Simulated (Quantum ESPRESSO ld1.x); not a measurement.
The run below uses ld1.x (Quantum ESPRESSO 7.5).

```
 &input
    zed=40.0,
    iswitch=1,
    rel=1,
    dft='BLYP',
    config='[Kr]',
    verbosity='high',
    prefix='ld1',
    max_out_wfc=37,
    file_charge='ld1.rho',
 /
```

Output:

```
     Program LD1 v.7.5 starts

     --------------------------- All-electron run ----------------------------

     scalar relativistic calculation

     atomic number is 40.00
     dft =BLYP   lsd =0 sic =0 latt =0  beta=0.20 tr2=1.0E-14
     Exchange-correlation= BLYP
                           (   1   3   1   3   0   0   0)
     mesh =2037 r(mesh) =  99.39686 a.u. xmin = -8.00 dx = 0.00800
     1 Ry =  13.60569312 eV, c = 137.03599908

     n l     nl                  e(Ry)          e(Ha)          e(eV)
     1 0     1S 1( 2.00)   -1313.539200337    -656.769600168 -17871.6112648
     2 0     2S 1( 2.00)    -184.738162924     -92.369081462  -2513.4907529
     2 1     2P 1( 6.00)    -165.104536198     -82.552268099  -2246.3616527
     3 0     3S 1( 2.00)     -32.871940231     -16.435970116   -447.2455311
     3 1     3P 1( 6.00)     -26.478341063     -13.239170531   -360.2561829
     4 0     4S 1( 2.00)      -7.010188964      -3.505094482    -95.3784798
     4 1     4P 1( 6.00)      -5.335441541      -2.667720771    -72.5923803
     3 2     3D 1(10.00)     -15.982978363      -7.991489182   -217.4594988

     final scf error:  8.4E-15 reached in  22 iterations

     Etot =   -7192.440847 Ry,   -3596.220423 Ha,  -97858.142968 eV

     Ekin =    7396.046273 Ry,    3698.023137 Ha,  100628.335916 eV
     Encl =  -17204.517714 Ry,   -8602.258857 Ha, -234079.388351 eV
     Eh   =    2842.491328 Ry,    1421.245664 Ha,   38674.064715 eV
     Exc  =    -226.460734 Ry,    -113.230367 Ha,   -3081.155248 eV

     normalization and overlap integrals

     s(1S/1S) =  1.000000  <r> =   0.0371  <r2> =    0.0019  r(max) =   0.0242
     s(1S/2S) = -0.008115
     s(1S/3S) = -0.003238
     s(1S/4S) = -0.001303
     s(2S/2S) =  1.000000  <r> =   0.1626  <r2> =    0.0312  r(max) =   0.1374
     s(2S/3S) = -0.001945
     s(2S/4S) = -0.000759
     s(2P/2P) =  1.000000  <r> =   0.1417  <r2> =    0.0245  r(max) =   0.1098
     s(2P/3P) = -0.001586
     s(2P/4P) = -0.000568
     s(3S/3S) =  1.000000  <r> =   0.4585  <r2> =    0.2410  r(max) =   0.4078
     s(3S/4S) = -0.000479
     s(3P/3P) =  1.000000  <r> =   0.4620  <r2> =    0.2488  r(max) =   0.4014
     s(3P/4P) = -0.000391
     s(4S/4S) =  1.000000  <r> =   1.1886  <r2> =    1.5968  r(max) =   1.0652
     s(4P/4P) =  1.000000  <r> =   1.3167  <r2> =    1.9745  r(max) =   1.1631
     s(3D/3D) =  1.000000  <r> =   0.4521  <r2> =    0.2472  r(max) =   0.3475

     ------------------------ End of All-electron run ------------------------
```

Run on one thread of a shared host, so times are rough (Intel(R) Xeon(R) Processor @ 2.60GHz): 0.63 s of CPU time, 0.65 s wall, 22 iterations on 2037 mesh points.
